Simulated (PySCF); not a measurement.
## Computed properties of C₁₀H₈, SMILES c1cc2ccccc2cc1

naphthalene (C10H8), SMILES c1ccc2ccccc2c1. The structure is a stationary point at r2SCAN-D4/def2-SVP. One conformer was computed; it need not be the lowest. All values are computed for the isolated molecule unless a solvent is named; none is compared with measurement here.

**Structure.** The optimised structure has D2h symmetry. All 48 harmonic modes at r2SCAN-D4/def2-SVP (PySCF) are real, so it is a minimum. With heavy atoms numbered as in [cH:1]1[cH:2][cH:3][c:4]2[cH:5][cH:6][cH:7][cH:8][c:9]2[cH:10]1, the shortest bond between them is C2–C3 at 1.381 Å and the longest C4–C9 at 1.438 Å.

**Vibrations.** The strongest infrared lines (harmonic, unscaled, degenerate partners summed) lie at 799 cm⁻¹ (94 km/mol, H 71 %, C 29 %), 3187 cm⁻¹ (42 km/mol, H 91 %, C 9 %), 3199 cm⁻¹ (32 km/mol, H 91 %, C 9 %). The softest mode is at 171 cm⁻¹ and the zero-point energy is 92.5 kcal/mol.

**Electronic structure.** CAM-B3LYP/def2-SVP (PySCF) places the frontier levels at -7.34 and -0.07 eV, a gap of 7.27 eV, and gives a dipole moment of 0.00 D and a mean polarisability of 103.9 bohr³. PBE/def2-SVP (PySCF) at the same geometry gives -5.39 and -1.97 eV, so its gap is 3.85 eV narrower. An orbital gap is neither the optical nor the fundamental gap.

**Excitations.** TDA-B3LYP/def2-SVP (PySCF) has S1 at 4.49 eV (276 nm, f = 0.000, dark); the most intense of the 10 singlets computed lies at 6.58 eV (f = 1.99). T1 (TDA) is at 2.99 eV, 1.50 eV under S1. TDA-PBE/def2-SVP (PySCF) puts S1 at 4.27 eV. No vertical singlet excitation falls in the visible range (under 3.1 eV).

**NMR.** GIAO shifts at B3LYP/pcSseg-1 (PySCF) (non-relativistic, atoms alike by connectivity averaged): ¹³C from 134.6 to 141.8 ppm against TMS; ¹H from 7.9 to 8.2 ppm against TMS.
